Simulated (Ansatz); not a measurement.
Cost and result for the atomization energy of H6MgO2Si2 (`[SiH3][O][Mg][O][SiH3]`) (11 atoms, 10 bonds).

Cartesian coordinates in Å:
```
Si -2.816 0.468 -1.841
O -1.475 0.243 -0.973
Mg 0.004 -0.003 -0.007
O 1.483 -0.249 0.959
Si 2.815 -0.467 1.843
H -2.624 0.030 -3.255
H -3.960 -0.308 -1.278
H -3.211 1.906 -1.862
H 3.907 -1.079 1.031
H 3.323 0.828 2.382
H 2.552 -1.369 3.002
```

Total charge 0; spin multiplicity 1. Correlated methods include outer-core shells of Mg, which these sets cover unevenly. The geometry is a stationary point of PBE0-D4/def2-TZVP. It is one conformer, not always the lowest. Program: Ansatz. All runs use 4 threads of an Arm Neoverse V2 on a shared host. Times are those of one run each, without the atoms' runs, and a repeat can differ threefold. Electronic energies, without spin–orbit coupling; frozen cores. CCSD(T)/CBS adds CCSD(T) − MP2 in def2-TZVPP to the MP2 limit, and its time is that of the two runs behind it. T1 = 0.011. With those shells the extrapolation isn't a true limit. HSE06 is the plane-wave form, built on full-range PBE exchange.

CCSD(T)/CBS is a level of theory with its own doubt, some kJ/mol a heavy atom from the limit and from the frozen cores, so smaller differences don't rank the functionals.

```tsv
level	functions	wall time
BLYP-D4/def2-TZVPP	262	1.6 s
PBE-D4/def2-TZVPP (with forces)	262	2 s
HSE06-D4/def2-TZVPP	262	2.8 s
CAM-B3LYP-D4/def2-TZVPP	262	2.9 s
r2SCAN-D4/def2-TZVPP (with forces)	262	3.6 s
PBE-QIDH/def2-TZVPP	262	4.3 s
CCSD(T)/def2-SVP	112	5.5 s
B97M-V/def2-TZVPP	262	7.5 s
ωB97X-V/def2-TZVPP	262	7.5 s
ωB97M-V/def2-TZVPP (with forces)	262	10 s
MP2/def2-QZVPP	497	15 s
CCSD(T)/def2-TZVPP	262	3 min
CCSD(T)/CBS(def2)	–	3.2 min
```

Question: What atomization energy does each give, and how far from CCSD(T)/CBS? (Best estimate.)

Answer: Ansatz gave: 
```tsv
level	atomization (kcal/mol)	difference from CCSD(T)/CBS	per bond
BLYP-D4/def2-TZVPP	865.0	-20.5	-2.1
PBE-D4/def2-TZVPP (with forces)	863.8	-21.7	-2.2
HSE06-D4/def2-TZVPP	854.6	-30.9	-3.1
CAM-B3LYP-D4/def2-TZVPP	878.4	-7.1	-0.7
r2SCAN-D4/def2-TZVPP (with forces)	876.7	-8.8	-0.9
PBE-QIDH/def2-TZVPP	860.3	-25.2	-2.5
CCSD(T)/def2-SVP	813.7	-71.8	-7.2
B97M-V/def2-TZVPP	874.7	-10.8	-1.1
ωB97X-V/def2-TZVPP	880.0	-5.5	-0.6
ωB97M-V/def2-TZVPP (with forces)	872.4	-13.1	-1.3
MP2/def2-QZVPP	888.4	2.9	0.3
CCSD(T)/def2-TZVPP	853.6	-31.9	-3.2
CCSD(T)/CBS(def2)	885.5	0.0	0.0
```

Leaving LDA and LC-ωPBE aside and taking each functional with its dispersion term where it has one, the values, not all of them listed here, spread over 33.5 kcal/mol, from revPBE-D4 to ωB97X-V. LDA lies +108.9 kcal/mol from PBE without D4, its usual overbinding. In def2-TZVPP, CCSD(T) changes the Hartree–Fock value by +200.0 kcal/mol (the triples alone add +9.4 kcal/mol) and MP2 by +215.0 kcal/mol; breaking electron pairs costs correlation energy, which Hartree–Fock lacks. From r2SCAN to r2SCAN0 (25 % exact exchange), in def2-TZVPP and without D4, the atomization energy moves by −14.5 kcal/mol: exact exchange takes away binding that semilocal exchange gives to molecules.
